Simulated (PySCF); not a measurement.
**UHF on Ru (ruthenium, neutral)**

Configuration: [Kr] 4d7 5p1, one real determinant (an excited configuration). Computed with PySCF 2.14 in def2-TZVPPD with the def2 core potential (28 electrons) (6s4p3d2f1g, 56 functions), with scalar relativity through the core potential.

```json
{"Total energy": "-94.012305 hartree", "One-electron energy": "-164.1120 hartree", "Hartree (Coulomb) energy": "79.5934 hartree", "Exchange energy": "-9.4937 hartree", "⟨S²⟩": "6.0144", "⟨L²⟩": "14.008", "Sum of ⟨r⟩": "25.46 bohr", "Sum of ⟨r²⟩": "61.75 bohr²", "Traceless quadrupole moment −½Σ⟨3z² − r²⟩ along its main axis": "-11.1 e·bohr²"}
```

```tsv
shell	electrons	mean orbital energy (hartree)	spread (hartree)	rms radius, mean of both spins (bohr)
4s α	1	-3.63795	0	1.10
4s β	1	-3.45902	0	1.10
4p α	3	-2.36261	0.00747	1.22
4p β	3	-2.13308	0.01381	1.22
4d α	5	-0.48300	0.04225	1.80
4d β	2	-0.39540	0.00551	1.80
5p α	1	-0.12278	0	5.27
```

⟨L²⟩ = 14.01 against 20 for a pure G term, so this real determinant mixes terms. Energies and moments cover only the electrons outside the core potential.
